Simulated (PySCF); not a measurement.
## Frontier orbitals and the lowest excitations

C7H12.
Geometry (PBE0-D3(BJ)/def2-SVP, Å), atoms numbered from 1 in this order:
```
atom  x, y, z in Å
C1     2.5676   -0.1693    0.1040
C2     1.1265    0.0116    0.4980
C3     0.0619   -0.7661   -0.2246
C4    -1.2480   -1.0258    0.4916
C5    -1.6342    0.3294    1.1025
C6    -1.0419    1.3836    0.1550
C7     0.1879    0.7238   -0.4356
H8     3.1721    0.7122    0.3715
H9     2.6641   -0.3198   -0.9827
H10    3.0138   -1.0456    0.6004
H11    0.9715    0.1776    1.5712
H12    0.3867   -1.4707   -0.9965
H13   -1.1849   -1.8253    1.2480
H14   -2.0017   -1.3420   -0.2496
H15   -1.1873    0.4314    2.1041
H16   -2.7204    0.4407    1.2380
H17   -1.7504    1.6143   -0.6585
H18   -0.8241    2.3335    0.6708
H19    0.6032    1.1247   -1.3654
```

Computed with TDDFT PBE0/def2-SVPD, vertical, gas phase, core orbitals frozen in the response (PySCF 2.14.0, density-fitted response routines).

Frontier orbitals with the atoms that hold most of them (Löwdin shares over 4%, at most four atoms; ? is withheld):

| orbital | ε (eV) | atoms |
| --- | --- | --- |
| HOMO-3 | -9.32 | C5 23%, C4 12%, C6 12%, H15 12% |
| HOMO-2 | -9.19 | C5 20%, C7 10%, C3 10%, C6 9% |
| HOMO-1 | -7.54 | C2 31%, C7 16%, C3 15%, C1 8% |
| HOMO | ? | ? |
| LUMO | 0.87 | ? |
| LUMO+1 | 1.20 | H11 16%, H15 11%, C2 9%, H19 8% |
| LUMO+2 | 1.33 | C1 22%, H9 11%, H8 9%, H10 9% |

Question: Which atoms hold the LUMO, and with what shares?

Answer: C1 (bonded to C and 3 H) 9%; C5 (bonded to 2 C and 2 H) 9%; C4 (bonded to 2 C and 2 H) 9%; C6 (bonded to 2 C and 2 H) 9%.

Question: Which atoms hold the HOMO, and with what shares?

Answer: C3 (bonded to 3 C and H) 26%; C7 (bonded to 3 C and H) 25%; C2 (bonded to 3 C and H) 11%; C4 (bonded to 2 C and 2 H) 6%.

Question: What is the HOMO energy, and the HOMO–LUMO gap?

Answer: ε(HOMO) = -7.45 eV; the gap is 8.32 eV (0.3057 hartree).

Question: The HOMO–LUMO gap is 8.32 eV. Where does the response calculation put the lowest singlet, and from which orbitals?

Answer: S1 is at 7.21 eV (f = 0.0062), 1.11 eV below the gap, made of HOMO→LUMO (95%). Without the coupling terms of the response equations the lowest excitation would equal the gap.

Question: One configuration dominates each of S1, S2, S3 and S4. Which, and how do the shares of the two leading atoms of either orbital change from the occupied to the empty one?

Answer: 
- S1 (7.21 eV, f 0.0062), HOMO→LUMO (95%): C3 26% → at most 9%, C7 25% → at most 9%, C1 at most 7% → 9%, C5 at most 7% → 9%
- S2 (7.31 eV, f 0.0024), HOMO-1→LUMO (96%): C2 31% → at most 9%, C7 16% → at most 9%, C1 8% → 9%, C5 at most 8% → 9%
- S3 (7.47 eV, f 0.014), HOMO→LUMO+1 (95%): C3 26% → at most 9%, C7 25% → at most 9%, H11 at most 7% → 16%, H15 at most 7% → 11%
- S4 (7.54 eV, f 0.0000), HOMO-1→LUMO+1 (98%): C2 31% → 9%, C7 16% → at most 9%, H11 at most 8% → 16%, H15 at most 8% → 11%

Löwdin shares depend on the basis, the more so with diffuse functions.

On an Intel Xeon Platinum 8488C with one thread (shared host), this took 38 s wall and 0.98 GiB of memory at its peak.

One conformer stands for the species.

Without π bonds the low states are Rydberg-like; a valence basis with one diffuse set may place them up to an eV too high.
